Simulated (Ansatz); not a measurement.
Reaction (redistribution): `[CH3][Al]([F])[SH]` + `OBS[SiH3]` → `[CH3][Al]([F])[BH]O` + `[SiH3]SS`

Isolated molecules relaxed with PBE0-D4/def2-TZVP in Ansatz; ΔE leaves out vibrations. CBS: MP2 limit from def2 TZ/QZ plus the TZ coupled-cluster correction, frozen cores. DFT in def2-TZVPP. HSE06 is defined as in plane-wave codes. Each species was taken in one conformer, which may not be the lowest.

Question: Is it downhill or uphill in electronic energy at CCSD(T)/CBS, and by how much? (Estimate.)

Answer: Ansatz gave: Uphill: ΔE = +269.3 kJ/mol.

Question: What do these levels give: PBE-D4, r2SCAN-D4, r2SCANh-D4, ωB97X-V, r2SCAN, r2SCANh, r2SCAN0, HSE06, CAM-B3LYP, MP2/def2-SVP, HF/def2-TZVPP, CCSD/def2-TZVPP? (Best estimate.)

Answer: Ansatz gave: PBE-D4 258.2, r2SCAN-D4 279.0, r2SCANh-D4 279.7, ωB97X-V 264.1, r2SCAN 278.7, r2SCANh 279.3, r2SCAN0 280.1, HSE06 265.0, CAM-B3LYP 264.5, MP2/def2-SVP 301.6, HF/def2-TZVPP 270.8, CCSD/def2-TZVPP 271.5 kJ/mol.

Largest T1 diagnostic among the species: 0.014.

From PBE to PBE0 (25 % exact exchange), in def2-TZVPP and without D4, ΔE moves by +8.0 kJ/mol. At CCSD(T), def2-SVP lies +17.4 kJ/mol from the extrapolated value and def2-TZVPP +3.6 kJ/mol.
